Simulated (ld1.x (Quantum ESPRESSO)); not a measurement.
samarium (Sm), TM: configuration errors across variants

| Item | Value |
| --- | --- |
| Element | samarium (Sm) |
| Generator | ld1.x (Quantum ESPRESSO) 7.5 |
| Type | norm-conserving Troullier–Martins (Kleinman–Bylander form) |
| Functional | PBEsol |
| Relativity | non-relativistic |
| Frozen core | [Kr] 4d10 5s2 |
| Valence charge | 14 |
| Reference configuration | 4f6 5p6 5d0 6s2 6p0 |
| Partial waves | 5p (bound): rc 2.45 bohr; 5d (bound, empty): rc 3.65 bohr; 4f (bound): rc 1.40 bohr; 6s (bound): rc 3.90 bohr |
| Local potential | the s channel |
| Core correction | none |

All-electron excitation energies from the reference (eV): (1) 4f6 5p6 5d0 6s1 6p0 5.624; (2) 4f6 5p6 5d0 6s0 6p0 15.974; (3) 4f5 5p6 5d0 6s0 6p0 43.225; (4) 4f4 5p6 5d0 6s0 6p0 89.458; (5) 4f6 5p6 5d1 6s0 6p0 6.084; (6) 4f6 5p6 5d0 6s1 6p1 2.082; (7) 4f6 5p6 5d0 6s0 6p1 8.235.

2 further variants failed, have other tests or too few solved ones, and are left out.

Errors AE − PS in meV (a dash: test not solved or not reliable):

```csv
change,(1),(2),(3),(4),(5),(6),(7),bound ghosts
base,+2.5,+13,-801,-3275,-32,-329,-549,none
wave 6s (bound): rc 3.90 bohr becomes 6s (bound): rc 4.26 bohr,+2.5,+4.8,-848,-3349,-26,-328,-556,none
wave 5d (bound): rc 3.65 bohr becomes 5d (bound): rc 4.40 bohr,+2.5,+13,-801,-3275,+1.2,-329,-549,none
"all radii scaled by about 1.31 (s 5.10, p 3.20, d 4.78, f 1.84 bohr)",+0.9,-61,-678,-1753,+47,-335,-621,none
```

Problem. Give the same row for: wave 4f (bound): rc 1.40 bohr becomes 4f (bound): rc 1.30 bohr.

Solution. +2.5, +13, -889, -3689, -32, -329, -549; bound ghosts: none.
